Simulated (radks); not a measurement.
Values are calculated unless marked as measured or tabulated.
Problem. The mean radii <r> (bohr) of the occupied orbitals of an atom or ion are listed with their occupations. Level of theory: non-relativistic Kohn-Sham, r2SCAN, spin-polarised, spherical densities, point nucleus; meta-GGA in the generalised Kohn-Sham scheme (a radial shooting solver on a logarithmic mesh with Libxc functionals).

orbital  occ.      <r>
1s          2  0.02298
2s          2  0.09764
2p          6  0.08279
3s          2   0.2508
3p          6   0.2407
3d         10   0.2133
4s          2   0.5659
4p          6   0.5788
4d         10   0.6117
5s          2    1.404
5p          6    1.578
4f         10   0.8209

Name the element and its charge.

Solution. Z = 66, dysprosium, charge +2: Dy2+ in [Xe] 4f(up 5, down 5). The 1s radius gives Z: for a bare nucleus <r> = 1.5/Z, 0.02273 bohr for Z = 66, and screening makes it slightly larger (0.02298 here). The occupations add up to 64, and the charge is Z minus that.
